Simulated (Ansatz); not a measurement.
## Ansatz (development build ahead of 0.2.0) run

```yaml
crystal:
  periodic: [false, false, false]
  atoms:
    - { symbol: Cu, position_ang: [0.0, 0.0, -0.0492] }
    - { symbol: H, position_ang: [0.0, 0.0, 1.42692] }
basis:
  gaussian: { orbitals: cc-pVDZ }
hamiltonian:
  xc: hf
correlation:
  method: mp2
  frozen_orbitals: { Cu: 5, H: 0 }
```

The input is written out in the form of the current development build from the run's settings.

Results

* Converged: yes
* Reference energy: -1639.51046 hartree
* Correlation energy: -0.70026 hartree
* Total energy: -1640.21072 hartree
* Spin squared of the determinant: 0.000
